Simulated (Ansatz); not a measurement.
Correlation energies of `[CH2][SiH](O)O` radical by basis set

```xyz
9

C    -1.065   -0.974   -0.328
Si    0.028    0.465   -0.027
O     1.376    0.433   -0.970
O     0.365    0.402    1.582
H    -1.475   -1.574    0.479
H    -1.381   -1.267   -1.325
H    -0.591    1.764   -0.386
H     1.882   -0.381   -0.979
H     0.861    1.133    1.953
```

Charge 0, multiplicity 2. Geometry: relaxed with PBE0-D4/def2-TZVP. It is one conformer, not always the lowest. Frozen core, unrestricted reference, the Gaussian-basis code of Ansatz. CBS rows extrapolate triple and quadruple zeta; past MP2 they add the triple-zeta difference.

```json
{"basis": "def2-SVP", "HF (Eh)": "?", "MP2 corr.": "-0.58129", "CCSD corr.": "-0.61893", "(T)": "?", "CCSD(T) total": "?"}
{"basis": "def2-TZVPP", "HF (Eh)": "?", "MP2 corr.": "-0.74367", "CCSD corr.": "?", "(T)": "-0.02650", "CCSD(T) total": "?"}
{"basis": "def2-QZVPP", "HF (Eh)": "-479.62964", "MP2 corr.": "-0.80310", "CCSD corr.": "–", "(T)": "–", "CCSD(T) total": "–"}
{"basis": "CBS(def2)", "HF (Eh)": "-479.63223", "MP2 corr.": "-0.84712", "CCSD corr.": "-0.87797", "(T)": "as TZ", "CCSD(T) total": "-480.53670"}
```

**Question.** Fill in the withheld values. (Estimate.)

**Answer.** The calculation gave: def2-SVP HF (Eh): -479.25583; def2-SVP (T): -0.01304; def2-SVP CCSD(T) total: -479.88780; def2-TZVPP HF (Eh): -479.61080; def2-TZVPP CCSD corr.: -0.77453; def2-TZVPP CCSD(T) total: -480.41183.
